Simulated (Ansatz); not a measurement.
Relaxation of C2H10GeN2 (15 atoms, charge 0, multiplicity 1), to a largest force component of 0.015 eV/Å in at most 40 steps.

These are results of RKS PBE/def2-SVP (Ansatz 0.2.0), not measurements.

```xyz
15
Properties=species:S:1:pos:R:3
N -0.193 -0.610 1.628
C 0.509 0.244 0.655
N 1.901 0.193 0.980
C 0.379 -0.236 -0.793
Ge 2.155 -0.972 -1.423
H -1.265 -0.390 1.476
H -0.018 -1.576 1.452
H 0.207 1.322 0.724
H 2.448 0.897 0.437
H 2.050 0.527 2.002
H 0.174 0.619 -1.463
H -0.323 -1.029 -0.891
H 2.672 -2.094 -0.415
H 2.008 -1.593 -2.795
H 3.226 0.170 -1.494
```

Problem. Where does it end, and by what steps?

Solution. The forces met the threshold. After 10 steps the energy has fallen by 0.730 eV; H6 moved furthest, 0.82 Å.

```tsv
step	energy less start (eV)	largest force component (eV/Å)	accepted
0	0.0000	3.095	yes
1	-0.5312	0.986	yes
2	-0.6053	0.191	yes
3	-0.6520	0.146	yes
4	-0.6852	0.365	yes
5	-0.7016	0.398	yes
6	-0.7235	0.217	yes
7	-0.7295	0.048	yes
8	-0.7301	0.022	yes
9	-0.7302	0.019	yes
10	-0.7302	0.010	yes
```

```xyz
15
Properties=species:S:1:pos:R:3
N 0.069 -0.809 1.517
C 0.501 0.298 0.674
N 1.849 0.649 1.113
C 0.539 0.011 -0.844
Ge 2.004 -1.223 -1.370
H -0.890 -1.088 1.274
H 0.675 -1.624 1.345
H -0.252 1.114 0.840
H 2.178 1.502 0.644
H 1.837 0.832 2.124
H 0.684 0.951 -1.421
H -0.433 -0.409 -1.177
H 2.172 -2.390 -0.360
H 1.639 -1.852 -2.749
H 3.359 -0.488 -1.530
```

Time of the run: 45 s on 2 threads of Arm Neoverse V1, on a shared host, peak memory 0.19 GiB.
